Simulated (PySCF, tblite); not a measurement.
Isomers of C7H7FOS, one GFN2-xTB conformer each. Single-point energies are computed at PBE0/pcSseg-1 (PySCF, gas phase, no added dispersion term), electronic only.

```
              SMILES  GFN2-xTB relative energy (kcal/mol)
C[C@@H](F)c1coccc1=S                                 14.1
   Cc1cc(C(=O)F)sc1C                                  0.9
     CCc1ccsc1C(=O)F                                  4.5
   Cc1csc(C(=O)F)c1C                                  0.0
```

Conformers: `[CH3:1][C@@H:2]([F:3])[c:4]1[cH:5][o:6][cH:7][cH:8][c:9]1=[S:10]` with C1–C2–C4–C5 -99°; `[CH3:1][c:2]1[cH:3][c:4]([C:5](=[O:6])[F:7])[s:8][c:9]1[CH3:10]` with C3–C4–C5–O6 180°; `[CH3:1][CH2:2][c:3]1[cH:4][cH:5][s:6][c:7]1[C:8](=[O:9])[F:10]` with C1–C2–C3–C4 -95°, S6–C7–C8–O9 178°; `[CH3:1][c:2]1[cH:3][s:4][c:5]([C:6](=[O:7])[F:8])[c:9]1[CH3:10]` with S4–C5–C6–O7 -178°.

Task: What does PBE0/pcSseg-1 give for the same structures?

Result: 
| SMILES | PBE0/pcSseg-1 E (Eh) | PBE0/pcSseg-1 (kcal/mol) | GFN2-xTB (kcal/mol) | point group |
| --- | --- | --- | --- | --- |
| Cc1csc(C(=O)F)c1C | -843.53712 | 0.0 | 0.0 | near Cs |
| Cc1cc(C(=O)F)sc1C | -843.53663 | 0.3 | 0.9 | Cs |
| CCc1ccsc1C(=O)F | -843.53187 | 3.3 | 4.5 | C1 |
| C[C@@H](F)c1coccc1=S | -843.48688 | 31.5 | 14.1 | C1 |

Both levels put the same isomer lowest; measured from each level's own lowest isomer, the values differ by up to 17.4 kcal/mol (C[C@@H](F)c1coccc1=S: 14.1 against 31.5). Neighbours under 2.5 kcal/mol apart (Cc1csc(C(=O)F)c1C and Cc1cc(C(=O)F)sc1C) can change places with a better method, another conformer or zero-point energy.

Task: Which frontier levels, dipoles and rotational constants go with these structures?

Result: 
```csv
SMILES,"HOMO (eV, PBE0/pcSseg-1)",LUMO (eV),dipole (D),"A, B, C (MHz)"
Cc1csc(C(=O)F)c1C,-7.44,-1.95,4.83,"1896, 966.7, 645.4"
Cc1cc(C(=O)F)sc1C,-7.17,-1.95,5.76,"2263, 786.7, 588.0"
CCc1ccsc1C(=O)F,-7.58,-2.06,4.27,"1342, 1270, 691.4"
C[C@@H](F)c1coccc1=S,-6.24,-2.23,3.49,"1405, 1124, 681.5"
```

Task: What happens when harmonic zero-point energies from GFN2-xTB frequencies are added?

Result: 
```
              SMILES  ZPE (kcal/mol)  electronic (kcal/mol)  with ZPE (kcal/mol)
   Cc1csc(C(=O)F)c1C            76.1                    0.0                  0.0
   Cc1cc(C(=O)F)sc1C            76.0                    0.3                  0.2
     CCc1ccsc1C(=O)F            76.8                    3.3                  4.0
C[C@@H](F)c1coccc1=S            77.0                   31.5                 32.5
```

The zero-point energies span 1.0 kcal/mol. The order is unchanged.
